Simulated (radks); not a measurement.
Neutral rhodium inside a hard spherical wall (all orbitals vanish at R), configuration held at [Kr] 4d8 5s1 and not refilled when levels cross. Calculated with a radial shooting solver on a logarithmic mesh with Libxc functionals: scalar-relativistic Kohn-Sham, LDA (Slater exchange, VWN5 correlation), spin-polarised, spherical densities, finite nucleus; open shells are filled with parallel spins first (spin-orbit coupling, left out, can overturn this in heavy ions); Fermi nuclear charge, rms radius 4.4945 fm. Eigenvalues in eV for spin up, with the zero of energy where the potential of the charges vanishes at infinity; a dash marks a level that is unbound or too diffuse for the functional's potential to be trusted. A positive occupied level is held by the wall or, in an anion where self-interaction has pushed it up, behind a barrier. The pressure on the wall is -dE/dV.

| R (bohr) | E (hartree) | kinetic (hartree) | e(4s) | e(4p) | e(4d) | e(5s) | e(5p, empty) | e(6s, empty) | pressure (GPa) |
|---|---|---|---|---|---|---|---|---|---|
| free | -4779.46999 | 4948.295 | -83.016 | -51.027 | -6.676 | -4.987 | -1.190 | -0.007 | 0 |
| 15 | -4779.46999 | 4948.295 | -83.016 | -51.027 | -6.676 | -4.986 | -1.184 | 0.440 | < 0.0001 |
| 12 | -4779.46997 | 4948.295 | -83.013 | -51.025 | -6.674 | -4.984 | -1.154 | 0.998 | 0.000398 |
| 7 | -4779.46218 | 4948.352 | -82.669 | -50.682 | -6.356 | -4.613 | -0.144 | 7.146 | 0.443 |
| 6 | -4779.44410 | 4948.458 | -82.154 | -50.175 | -5.892 | -4.000 | 1.009 | 12.161 | 2.04 |
| 5 | -4779.38007 | 4948.782 | -80.866 | -48.917 | -4.740 | -2.315 | 3.709 | 22.304 | 10.8 |
| 4 | -4779.12475 | 4949.908 | -77.487 | -45.661 | -1.663 | 2.786 | 10.919 | 45.601 | 71.7 |
| 3 | -4777.85641 | 4954.900 | -67.984 | -36.581 | 7.836 | 21.606 | 34.863 | 110.61 | 714 |
| 2.5 | -4775.45433 | 4963.991 | -56.910 | -25.689 | 20.411 | 50.075 | 68.427 | 190.53 | 2950 |
| 2 | -4767.72401 | 4991.789 | -33.089 | -0.769 | 50.272 | 123.12 | 149.11 | 364.65 | 16100 |
| 1.5 | -4736.56715 | 5090.124 | 35.477 | 74.104 | 137.37 | 343.18 | 378.31 | 817.81 | 128000 |
